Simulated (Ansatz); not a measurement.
Total energies of Cs₂F₃ (the lowest doublet isomer of a short search) from Ansatz at PBE0-D4/def2-TZVP, gas phase (1 Eh = 27.2114 eV = 2625.5 kJ/mol). The reference geometry is relaxed at r2SCAN-D4/def2-SVP.

Cartesian coordinates in Å:
```
Cs -0.230 0.729 -1.935
Cs 0.890 -0.627 1.773
F -1.326 0.727 0.666
F -1.214 -1.119 -0.043
F 1.879 0.291 -0.461
```

| state | geometry | energy (Eh) |
| --- | --- | --- |
| charge 0 doublet | reference | -339.78350 |
| charge 1 triplet | reference | -339.42697 |
| charge 0 quartet | relaxed at r2SCAN-D4/def2-SVP | -339.58913 |
| free Cs atom (doublet) | – | -20.13995 |
| free F atom (doublet) | – | -99.67617 |

In the def2 sets Cs takes a core potential; there is no spin–orbit coupling.

(1) Work out the vertical ionisation energy to the triplet.

(2) Which of the charge 0 states is lowest, and how far above it are the others?

(3) What is the binding energy per atom against free atoms?

(1) E(charge 1 triplet) − E(charge 0 doublet) = -339.42697 − (-339.78350) = 0.35653 Eh = 9.70 eV. For comparison, −ε of the highest occupied level of the spin that leaves is 7.09 eV at this level, 2.61 eV less.

(2) The doublet. quartet: -339.58913 − (-339.78350) = 0.19437 Eh = 510.3 kJ/mol.

(3) Atoms: 2 × (-20.13995) + 3 × (-99.67617) = -339.30841 Eh. Binding: -339.30841 − (-339.78350) = 0.47509 Eh = 12.93 eV, or 2.59 eV for each of 5 atoms (no zero-point energy, no counterpoise term).

The structure comes from a short search, and lower isomers may exist.
